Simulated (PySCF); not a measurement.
C₂H₁₀OSi₂.
Structure used (PBE0-D3(BJ)/def2-SVP), in Å, numbered top down from 1:
```xyz
15
C2H10OSi2 angstrom
C     -2.6592   -0.5430   -0.1974
C     -1.4323    0.3656   -0.1988
Si     0.1864   -0.5612   -0.3545
O      1.4360    0.5339   -0.4175
Si     3.0594    0.7811   -0.2191
H     -2.6233   -1.2774    0.6235
H     -3.5908    0.0315   -0.0774
H     -2.7454   -1.1106   -1.1377
H     -1.3872    0.9674    0.7255
H     -1.4822    1.0921   -1.0283
H      0.1917   -1.3950   -1.5981
H      0.3852   -1.4725    0.8184
H      3.6165   -0.1802    0.7825
H      3.7731    0.5934   -1.5176
H      3.2789    2.1749    0.2630
```

Computed with core-valence-separated Tamm–Dancoff BHandHLYP/aug-pcX-1 (pcseg-1 on H, def2-SVPD on Si) in PySCF, non-relativistic, gas phase, PBE0-D3(BJ)/def2-SVP geometry. No empirical shift is added; at this level the pattern usually sits a few eV under experiment.

(1) List the carbon K-edge absorption lines.

(2) What does the O 1s absorption edge look like?

Answers

(1) 
| E (eV) | f | core hole on | main final orbital |
| --- | --- | --- | --- |
| 285.32 | 0.0112 | C2 | LUMO+1 (55 %) |
| 285.42 | 0.0041 | C1 | LUMO+1 (49 %) |
| 285.70 | 0.0019 | C2 | LUMO (82 %) |
| 285.90 | 0.0306 | C2 | LUMO+4 (63 %) |
| 286.24 | 0.0273 | C1 | spread |
| 286.31 | 0.0310 | C1 | LUMO+4 (54 %) |
| 286.54 | 0.0094 | C1 | LUMO (34 %) |
| 286.56 | 0.0249 | C2 | spread |
| 286.67 | 0.0031 | C2 | LUMO+2 (33 %) |
| 286.89 | 0.0022 | C1 | LUMO+2 (52 %) |
| 287.13 | 0.0062 | C2 | LUMO+5 (39 %) |

The first line with a tenth or more of the strongest one's intensity is at 285.32 eV (f = 0.011), with the hole on C2 (sp3 carbon bound to silicon). The strongest listed is at 286.31 eV (f = 0.031; C1).

(2) 
| E (eV) | f | core hole on | main final orbital |
| --- | --- | --- | --- |
| 532.20 | 0.0040 | O4 | LUMO (65 %) |
| 533.49 | 0.0151 | O4 | LUMO+5 (32 %) |
| 533.74 | 0.0235 | O4 | LUMO+3 (31 %) |
| 534.09 | 0.0168 | O4 | spread |
| 534.24 | 0.0008 | O4 | LUMO+3 (43 %) |
| 534.78 | 0.0036 | O4 | spread |
| 534.83 | 0.0012 | O4 | LUMO+2 (33 %) |

The first line with a tenth or more of the strongest one's intensity is at 532.20 eV (f = 0.004), with the hole on O4 (siloxane oxygen). The strongest listed is at 533.74 eV (f = 0.024; O4).

Roots within 0.03 eV whose holes lie on the same, on equivalent or on shared atoms are summed into one line, and the highest roots are left out, as the search may have cut off their partners. Final orbitals are the ground state's empty Kohn–Sham orbitals.

Question: What are the wavelength and the wavenumber of the 285.32 eV line?

Answer: λ = 12398.42 eV Å/285.32 eV = 43.454 Å; 2.3013 × 10⁶ cm⁻¹.

Only the lowest roots of each edge were sought.

Rough CPU time on one thread of a shared machine: about 23 s.

One conformer stands for the species.
